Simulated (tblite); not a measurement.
Species: iodine monofluoride, IF.
SMILES with atom numbers: `[F:1][I:2]`

Level: GFN2-xTB in tblite, geometry and Hessian alike; calculated harmonic values, unscaled, isolated species. This tight-binding method is rough: wavenumbers can miss measured ones by several per cent, in bad cases by 10 to 20.

Harmonic wavenumbers (cm⁻¹): 480.3.

B = 8025 MHz (linear); mass 145.903 u (most abundant isotopes); point group C∞v, symmetry number 1.

Task: Zero-point energy?

Result: Half the sum of the wavenumbers: 240 cm⁻¹ = 2.87 kJ/mol.

Task: Entropy at 298.15 K, 1 bar (ideal gas, RRHO, classical rotation)?

Result: Translation 171.00, rotation 63.62, vibration 2.97: S = 237.6 J/(mol K).

Task: And Cp and H(298.15 K) − H(0)?

Result: Cp = 34.51 J/(mol K), of which vibrations give 5.41 (their classical limit is 1 R = 8.3); H(298.15 K) − H(0) = 9.30 kJ/mol without the zero-point energy, 0.63 from vibrations.

Task: What must be added to the electronic energy to get the Gibbs energy at 298.15 K and 1 bar?

Result: ZPE + [H(298.15 K) − H(0)] − T·S = 2.87 + 9.30 − 70.84 = -58.67 kJ/mol.

Task: Which modes carry the vibrational entropy at 298.15 K?

Result: 480.3 cm⁻¹: 2.97 J/(mol K).
